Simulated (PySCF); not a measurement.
CH10Si3.
Structure used (PBE0-D3(BJ)/def2-SVP), in Å, numbered top down from 1:
```xyz
14
CH10Si3 angstrom
Si    -1.8639    0.2759    0.6774
C     -1.1818   -0.1212   -1.0308
Si     0.5246   -0.9309   -1.0390
Si     2.0868    0.3433    0.1684
H     -3.2501    0.8295    0.5900
H     -1.8928   -0.9538    1.5278
H     -0.9903    1.2885    1.3480
H     -1.1254    0.8156   -1.6117
H     -1.8880   -0.7843   -1.5594
H      0.4431   -2.2933   -0.4224
H      1.0150   -1.0937   -2.4451
H      3.4709   -0.1668   -0.0812
H      1.8130    0.2730    1.6373
H      2.0239    1.7774   -0.2567
```

Linear response at PBE0/def2-SVPD (PySCF, frozen core in the response, non-relativistic). One conformer (not necessarily the lowest) at the PBE0-D3(BJ)/def2-SVP geometry, without solvent, vibrations or thermal averaging.

Static isotropic polarisability: 100.25 au (14.86 Å³), principal values 86.3, 100.6, 113.8 au.

**Question.** What is the polarisability at 1064 nm and at the sodium D line?

**Answer.** 101.36 au at 1064 nm (+1.1 %), 103.97 au at 589.3 nm (+3.7 %). The rise at 589.3 nm is 3.37 times that at 1064 nm; a pure ω² law gives 3.26. The lowest singlet lies at 182 nm, shorter than both wavelengths.

**Question.** What is the isotropic C6 coefficient between two such molecules, C6 = (3/π)∫α(iω)² dω?

**Answer.** 3320 au (Eh·bohr⁶) by a ten-point quadrature over imaginary frequencies, which is 1980 eV·Å⁶ or 191 J·nm⁶/mol.

**Question.** Which effective excitation energy ω̄ makes London's formula C6 = (3/4)α²ω̄ exact here?

**Answer.** ω̄ = 4·C6/(3α²) = 0.440 Eh = 12.0 eV. A one-pole form α(ω) = α/(1 − ω²/ω̄²) fitted to the 1064 nm value gives 11.2 eV.

**Question.** How anisotropic is the static polarisability, by Δα² = ½[(α1 − α2)² + (α2 − α3)² + (α3 − α1)²]?

**Answer.** Δα = 23.8 au, or 0.24 of the isotropic value.

**Question.** The lowest 6 singlets have (eV, f): 6.82, 0.020; 7.20, 0.021; 7.40, 0.032; 7.51, 0.022; 7.71, 0.225; 7.81, 0.035. What share of the static polarisability do they carry in the sum over states α = Σ f/ω²?

**Answer.** 4.58 au, 4.6 % of α; the largest term, 2.81 au, is that of the state at 7.71 eV. Their oscillator strengths add up to 0.36. Higher states carry the rest.

**Question.** What n − 1 at the D line would an ideal gas of it have at 273.15 K and 1 atm (2.6868 × 10¹⁹ cm⁻³), by n − 1 = 2π·N·α′?

**Answer.** 26.01 × 10⁻⁴, a formal value whether or not that pressure can be reached.

**Question.** What three-body coefficient follows from the one-pole estimate C9 = (3/4)·α·C6?

**Answer.** 250000 au. This is an estimate from the two numbers above, not a computed integral.
